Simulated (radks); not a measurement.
Values are calculated unless marked as measured or tabulated.
Species: a nucleus of charge 72.25 with 72 electrons. Configuration: [Xe] 4f14 5d2 6s2. Level of theory: scalar-relativistic Kohn-Sham, PBE, spin-polarised, spherical densities, finite nucleus; open shells are filled with parallel spins first (spin-orbit coupling, left out, can overturn this in heavy ions); Fermi nuclear charge, rms radius 5.347 fm (a radial shooting solver on a logarithmic mesh with Libxc functionals).

Normalised radial functions P(r) = r R(r), r in bohr:

| r | 5p up | 4f up |
|---|---|---|
| 0.000812 | 0.0011 | 0.0000 |
| 0.001109 | 0.0018 | 0.0000 |
| 0.001503 | 0.0030 | 0.0000 |
| 0.002037 | 0.0049 | 0.0000 |
| 0.002783 | 0.0083 | 0.0000 |
| 0.003772 | 0.0137 | 0.0000 |
| 0.005113 | 0.0225 | 0.0000 |
| 0.006985 | 0.0369 | 0.0000 |
| 0.009466 | 0.0586 | 0.0001 |
| 0.01293 | 0.0912 | 0.0002 |
| 0.01753 | 0.1341 | 0.0005 |
| 0.02375 | 0.1841 | 0.0016 |
| 0.03245 | 0.2287 | 0.0048 |
| 0.04398 | 0.2367 | 0.0131 |
| 0.06008 | 0.1672 | 0.0350 |
| 0.08143 | -0.0001 | 0.0849 |
| 0.1104 | -0.2197 | 0.1880 |
| 0.1508 | -0.3418 | 0.3792 |
| 0.2043 | -0.1826 | 0.6557 |
| 0.2769 | 0.2203 | 0.9682 |
| 0.3783 | 0.5077 | 1.2008 |
| 0.5127 | 0.2803 | 1.2200 |
| 0.7004 | -0.3691 | 1.0224 |
| 0.9493 | -0.8995 | 0.7241 |
| 1.287 | -0.9723 | 0.4343 |
| 1.758 | -0.6567 | 0.2127 |
| 2.382 | -0.2962 | 0.0860 |
| 3.228 | -0.0857 | 0.0270 |
| 4.41 | -0.0135 | 0.0057 |
| 5.977 | -0.0011 | 0.0008 |
| 8.166 | 0.0000 | 0.0000 |
| 11.07 | 0.0000 | 0.0000 |

5p up: eigenvalue -38.925 eV, 3 radial nodes at r = 0.0814, 0.237, 0.593 bohr, <r> = 1.33 bohr, 90 % of the charge inside 1.96 bohr. 4f up: eigenvalue -20.781 eV, 0 radial nodes, <r> = 0.669 bohr, 90 % of the charge inside 1.13 bohr.
